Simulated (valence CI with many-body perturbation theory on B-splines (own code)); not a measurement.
## Level structure of Mo XXXVIII

Calculated by configuration interaction combined with many-body perturbation theory (CI+MBPT): three valence electrons over a frozen Dirac-Fock core [He], radial functions for each j: 11 s, 11 p, 9 d, 7 f, 5 g, 2 h, 1 i, with the one-electron correlation potential Σ1 (screened to all orders), the two-electron term Σ2, the three-electron term Σ3, Breit, model QED; selected single and double excitations, second order for the rest (own B-spline code, finite nucleus).

The last digits are not significant, and no measured levels were compared; by estimate large intervals hold to a few tenths of a per cent, small ones and those within an open d or f shell to about a per cent.

Levels 46 to 90 of 98, with energies above the lowest level, (2s^2 2p1/2) J=1/2. "Leading %" is the weight of the configuration and term that name the level; weights of strongly mixed levels are sums over their largest components and can fall short. In the jj column 3d3/2^4 stands for four electrons in 3d with j = 3/2. Lifetimes count E1, E2, E3, M1 and M2 decay at the calculated energies, and are blank where another channel may lead or the interval is too uncertain; long ones can be off by a factor of two.

| No. | Configuration | Term | J | E (Ry) | Leading % | Second component | Lifetime | g | Leading jj |
| --- | --- | --- | --- | --- | --- | --- | --- | --- | --- |
| 46 | 2p2.3p | 4D° | 1/2 | 236.86 | 40 | 33 % 2p2.3p 2P° | 34.1 fs | 0.666 | 2p1/2^2 3p1/2 (88 %) |
| 47 | 2s.2p.3p | 4D | 7/2 | 237.32 | 100 |  | 9.44 ps | 1.421 | 2s 2p3/2 3p3/2 (100 %) |
| 48 | 2s.2p.3p | 2P | 3/2 | 237.58 | 50 | 34 % 2s.2p.3p 4S | 24.1 fs | 1.506 | 2s 2p3/2 3p3/2 (96 %) |
| 49 | 2s.2p.3p | 2D | 5/2 | 238.37 | 51 | 44 % 2s.2p.3p 4P | 23.4 fs | 1.376 | 2s 2p3/2 3p3/2 (96 %) |
| 50 | 2s.2p.3p | 2S | 1/2 | 238.52 | 49 | 32 % 2s.2p.3p 2P | 18.8 fs | 1.503 | 2s 2p3/2 3p3/2 (94 %) |
| 51 | 2s.2p.3p | 2P | 1/2 | 239.13 | 58 | 29 % 2s.2p.3p 2S | 23.4 fs | 1.165 | 2s 2p3/2 3p1/2 (91 %) |
| 52 | 2s.2p.3p | 2D | 3/2 | 239.22 | 67 | 18 % 2s.2p.3p 2P | 61.0 fs | 0.966 | 2s 2p3/2 3p1/2 (93 %) |
| 53 | 2p2.3p | 4D° | 3/2 | 239.80 | 28 | 23 % 2p2.3p 4P° | 25.2 fs | 1.335 | 2p1/2^2 3p3/2 (93 %) |
| 54 | 2s.2p.3d | 4D° | 5/2 | 240.11 | 49 | 19 % 2s.2p.3d 4F° | 6.11 fs | 1.258 | 2s 2p3/2 3d3/2 (97 %) |
| 55 | 2s.2p.3d | 4F° | 9/2 | 240.15 | 100 |  | 381 ps | 1.326 | 2s 2p3/2 3d5/2 (100 %) |
| 56 | 2s.2p.3d | 4D° | 7/2 | 240.21 | 49 | 43 % 2s.2p.3d 4F° | 7.05 fs | 1.315 | 2s 2p3/2 3d3/2 (64 %) |
| 57 | 2s.2p.3d | 4P° | 3/2 | 240.29 | 47 | 40 % 2s.2p.3d 4D° | 5.53 fs | 1.407 | 2s 2p3/2 3d3/2 (96 %) |
| 58 | 2s.2p.3d | 4P° | 1/2 | 240.37 | 86 | 11 % 2s.2p.3d 4D° | 6.30 fs | 2.324 | 2s 2p3/2 3d3/2 (97 %) |
| 59 | 2s.2p.3d | 2D° | 5/2 | 241.14 | 45 | 31 % 2s.2p.3d 4P° | 8.31 fs | 1.294 | 2s 2p3/2 3d5/2 (98 %) |
| 60 | 2s.2p.3p | 2D | 5/2 | 241.21 | 73 | 9 % 2s.2p.3p 4P | 66.2 fs | 1.251 | 2s 2p3/2 3p3/2 (86 %) |
| 61 | 2s.2p.3p | 2P | 3/2 | 241.46 | 26 | 25 % 2p2.3s 4P | 41.2 fs | 1.251 | 2s 2p3/2 3p3/2 (40 %) |
| 62 | 2s.2p.3d | 2D° | 3/2 | 241.49 | 40 | 32 % 2s.2p.3d 2P° | 9.24 fs | 1.148 | 2s 2p3/2 3d5/2 (90 %) |
| 63 | 2p2.3d | 4F | 3/2 | 241.65 | 30 | 16 % 2p2.3d 2D | 53.9 fs | 0.885 | 2p1/2^2 3d3/2 (73 %) |
| 64 | 2s.2p.3d | 2F° | 7/2 | 241.91 | 83 | 17 % 2s.2p.3d 4D° | 4.78 fs | 1.184 | 2s 2p3/2 3d5/2 (65 %) |
| 65 | 2p2.3s | 4P | 3/2 | 242.09 | 61 | 20 % 2s.2p.3p 2P | 59.4 fs | 1.500 | 2p1/2 2p3/2 3s (69 %) |
| 66 | 2s.2p.3p | 2S | 1/2 | 242.15 | 51 | 12 % 2s.2p.3p 2P | 129 fs | 1.713 | 2s 2p3/2 3p3/2 (77 %) |
| 67 | 2s.2p.3d | 2P° | 1/2 | 242.42 | 83 | 11 % 2s.2p.3d 4D° | 6.16 fs | 0.678 | 2s 2p3/2 3d5/2 (96 %) |
| 68 | 2p2.3s | 2P | 1/2 | 242.65 | 54 | 21 % 2p2.3s 4P | 42.7 fs | 1.289 | 2p1/2 2p3/2 3s (75 %) |
| 69 | 2p2.3s | 2D | 5/2 | 242.66 | 16 | 15 % 2p2.3d 4D | 9.66 fs | 1.256 | 2p1/2^2 3d5/2 (64 %) |
| 70 | 2p2.3s | 2D | 5/2 | 243.20 | 31 | 27 % 2p2.3s 4P | 42.2 fs | 1.297 | 2p1/2 2p3/2 3s (57 %) |
| 71 | 2p2.3s | 2D | 3/2 | 243.42 | 51 | 33 % 2p2.3s 2P | 36.4 fs | 1.033 | 2p1/2 2p3/2 3s (84 %) |
| 72 | 2s.2p.3d | 2F° | 5/2 | 243.95 | 63 | 8 % 2s.2p.3d 2D° | 5.59 fs | 0.936 | 2s 2p3/2 3d3/2 (84 %) |
| 73 | 2s.2p.3d | 2D° | 3/2 | 244.12 | 61 | 14 % 2s.2p.3d 2P° | 5.38 fs | 0.932 | 2s 2p3/2 3d3/2 (72 %) |
| 74 | 2p2.3p | 4P° | 1/2 | 244.12 | 41 | 29 % 2p2.3p 4D° | 24.7 fs | 1.647 | 2p1/2 2p3/2 3p1/2 (94 %) |
| 75 | 2s.2p.3d | 2F° | 7/2 | 244.38 | 83 | 8 % 2s.2p.3d 4D° | 15.0 fs | 1.166 | 2s 2p3/2 3d5/2 (93 %) |
| 76 | 2p2.3p | 4D° | 3/2 | 244.53 | 44 | 14 % 2p2.3p 2D° | 30.4 fs | 1.100 | 2p1/2 2p3/2 3p1/2 (80 %) |
| 77 | 2s.2p.3d | 2P° | 1/2 | 244.57 | 86 | 9 % 2s.2p.3d 4D° | 7.45 fs | 0.664 | 2s 2p3/2 3d3/2 (91 %) |
| 78 | 2s.2p.3d | 2D° | 5/2 | 244.99 | 71 | 15 % 2s.2p.3d 2F° | 5.09 fs | 1.154 | 2s 2p3/2 3d5/2 (91 %) |
| 79 | 2s.2p.3d | 2P° | 3/2 | 245.24 | 84 | 5 % 2s.2p.3d 4D° | 6.77 fs | 1.305 | 2s 2p3/2 3d5/2 (90 %) |
| 80 | 2p2.3p | 2F° | 5/2 | 245.26 | 31 | 18 % 2p2.3p 4D° | 30.4 fs | 1.092 | 2p1/2 2p3/2 3p1/2 (82 %) |
| 81 | 2p2.3p | 2P° | 3/2 | 246.51 | 36 | 29 % 2p2.3p 4S° | 19.5 fs | 1.385 | 2p1/2 2p3/2 3p1/2 (93 %) |
| 82 | 2p2.3p | 4D° | 5/2 | 246.81 | 52 | 34 % 2p2.3p 4P° | 24.6 fs | 1.420 | 2p1/2 2p3/2 3p3/2 (99 %) |
| 83 | 2p2.3p | 4P° | 1/2 | 247.05 | 39 | 30 % 2p2.3p 2P° | 22.7 fs | 1.729 | 2p1/2 2p3/2 3p3/2 (98 %) |
| 84 | 2p2.3p | 2D° | 3/2 | 247.37 | 48 | 32 % 2p2.3p 4P° | 21.6 fs | 1.210 | 2p1/2 2p3/2 3p3/2 (95 %) |
| 85 | 2p2.3p | 2F° | 7/2 | 247.74 | 54 | 44 % 2p2.3p 4D° | 28.8 fs | 1.259 | 2p1/2 2p3/2 3p3/2 (96 %) |
| 86 | 2p2.3p | 2P° | 3/2 | 248.26 | 46 | 24 % 2p2.3p 4S° | 21.1 fs | 1.376 | 2p1/2 2p3/2 3p3/2 (97 %) |
| 87 | 2p2.3p | 2D° | 5/2 | 248.73 | 51 | 24 % 2p2.3p 2F° | 22.8 fs | 1.182 | 2p1/2 2p3/2 3p3/2 (95 %) |
| 88 | 2p2.3d | 4F | 3/2 | 249.05 | 42 | 32 % 2p2.3d 2P | 25.3 fs | 0.939 | 2p1/2 2p3/2 3d3/2 (97 %) |
| 89 | 2p2.3d | 4F | 5/2 | 249.13 | 54 | 40 % 2p2.3d 2F | 65.9 fs | 0.973 | 2p1/2 2p3/2 3d3/2 (96 %) |
| 90 | 2p2.3d | 4D | 1/2 | 249.24 | 81 | 14 % 2p2.3d 2P | 49.2 fs | 0.214 | 2p1/2 2p3/2 3d3/2 (100 %) |
